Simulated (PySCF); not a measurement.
Species: `N(C)(C)[C@H]1C[Si@H](NC1)O`. The columns A, B, C and D hold Mulliken, IAO, Hirshfeld and ESP-fitted charges (e) of one PBE0/pcSseg-1 density (PySCF), in a shuffled order. Coordinates in Å (GFN2-xTB); the density's dipole moment is (1.08, 1.17, -0.31) D.

```tsv
atom	x	y	z	A	B	C	D
C1	2.207	-1.102	-0.109	-0.075	-0.278	-0.303	-0.091
N2	1.473	0.149	-0.103	-0.094	-0.329	-0.250	-0.570
C3	1.950	1.000	-1.177	-0.074	-0.343	-0.304	-0.097
C4	0.030	-0.057	-0.176	+0.017	+0.285	+0.003	-0.167
C5	-0.717	1.286	-0.062	-0.031	-0.002	-0.146	+0.105
N6	-2.035	1.041	0.485	-0.251	-0.777	-0.697	-0.683
Si7	-2.360	-0.580	0.929	+0.429	+0.867	+1.221	+1.034
O8	-3.224	-0.724	2.299	-0.311	-0.709	-0.782	-0.546
C9	-0.503	-0.961	0.934	-0.176	-0.673	-0.585	-0.502
H10	3.273	-0.883	-0.079	+0.043	+0.141	+0.142	+0.112
H11	1.955	-1.685	0.773	+0.041	+0.116	+0.145	+0.124
H12	2.002	-1.709	-1.006	+0.024	+0.100	+0.100	+0.075
H13	3.030	1.110	-1.085	+0.044	+0.169	+0.144	+0.115
H14	1.726	0.587	-2.174	+0.024	+0.105	+0.101	+0.076
H15	1.501	1.986	-1.099	+0.042	+0.111	+0.141	+0.123
H16	-0.248	-0.517	-1.146	+0.019	+0.031	+0.090	+0.096
H17	-0.789	1.773	-1.040	+0.033	+0.072	+0.123	+0.114
H18	-0.155	1.945	0.613	+0.025	+0.088	+0.127	+0.113
H19	-2.713	1.753	0.276	+0.115	+0.360	+0.257	+0.184
H20	-3.158	-1.424	0.044	-0.093	-0.149	-0.176	-0.139
H21	-2.952	-0.278	3.097	+0.175	+0.432	+0.362	+0.240
H22	-0.266	-2.002	0.736	+0.035	+0.178	+0.142	+0.145
H23	-0.031	-0.682	1.877	+0.036	+0.204	+0.146	+0.139
```

Question: Which column most likely holds the ESP-fitted charges?

Answer: B. Σ q r misses the density's dipole by 0.10 D (B), 0.88 D (A), 1.11 D (C), 1.55 D (D). Charges fitted to the outside potential are the only set here that is tied to the molecule's multipoles.

Question: And the Hirshfeld charges?

Answer: A. The mean sizes are 0.096 e (A), 0.243 e (D), 0.282 e (C), 0.283 e (B), and Hirshfeld charges are commonly the smallest of these schemes.

As computed, A = Hirshfeld, B = ESP-fitted, C = IAO, D = Mulliken. Hydrogens on carbon: Hirshfeld +0.02 to +0.04, ESP-fitted +0.03 to +0.20, IAO +0.09 to +0.15, Mulliken +0.08 to +0.14 e.

The IAO scheme counts the electrons in orthogonalised intrinsic atomic orbitals, a minimal basis polarised so that it spans the occupied orbitals exactly. The ESP scheme fits charges at the nuclei, held to the total charge, to the electrostatic potential on points at 1.4 to 2.0 times the van der Waals radii.

Isolated species at its GFN2-xTB geometry (one conformer only).

These values come from a run that also computed NMR shieldings. Time: 1.7 min; peak memory 1.1 GiB. Hardware: an Arm Neoverse N1 with one thread, no GPU, shared host.
